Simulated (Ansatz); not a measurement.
```yaml
crystal:
  periodic: [false, false, false]
  atoms:
    - {symbol: F, position_ang: [-1.081993, -2.307541, 1.337675]}
    - {symbol: Al, position_ang: [-1.002250, -1.311233, -0.015836]}
    - {symbol: Si, position_ang: [0.555226, 0.701902, 0.094813]}
    - {symbol: Cl, position_ang: [0.605213, 1.912982, -1.327145]}
    - {symbol: H, position_ang: [-1.737120, -1.424587, -1.618326]}
    - {symbol: H, position_ang: [-0.043872, 1.502505, 1.308285]}
    - {symbol: H, position_ang: [2.075646, 0.395314, 0.570864]}
basis:
  gaussian: {orbitals: "6-311G**"}
magnetization: {spin_polarized: true, initial_magnetization: 2}
hamiltonian: {xc: {name: HSE06}, dispersion: d3bjatm}
accuracy: high
```

```sh
$ ansatz run in.yaml --threads 2 --pin off --events-out ev --progress --plain --max-ram 4352MiB
```

(1) How does Ansatz answer? (Estimate.)

Results:

(1) Ansatz gave: The input was rejected before any iteration.
```
Error: <dir> can't be read: No such file or directory (os error 2)
```

HSE06 is defined as in plane-wave codes.
